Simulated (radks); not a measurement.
Results of a calculation; reference values are marked as such.
Isoelectronic series with 36 electrons, all held in the configuration [Kr], which need not be the ground one along the series. Level of theory: scalar-relativistic Kohn-Sham, PBE, spin-polarised, spherical densities, point nucleus (a radial shooting solver on a logarithmic mesh with Libxc functionals). Total energies (hartree) and orbital eigenvalues (hartree):

ion   E (hartree)        4p        4s
Kr    -2790.26526  -0.33984  -0.84704
Rb+   -2981.04383  -0.79564  -1.38291
Sr2+  -3178.87214  -1.34197  -2.01109
Zr4+  -3595.70420  -2.67539  -3.51250
Nb5+  -3814.73925  -3.45466  -4.37804
Mo6+  -4040.88210  -4.30593  -5.31728
Tc7+  -4274.15818  -5.22779  -6.32898
Ru8+  -4514.59550  -6.21918  -7.41226
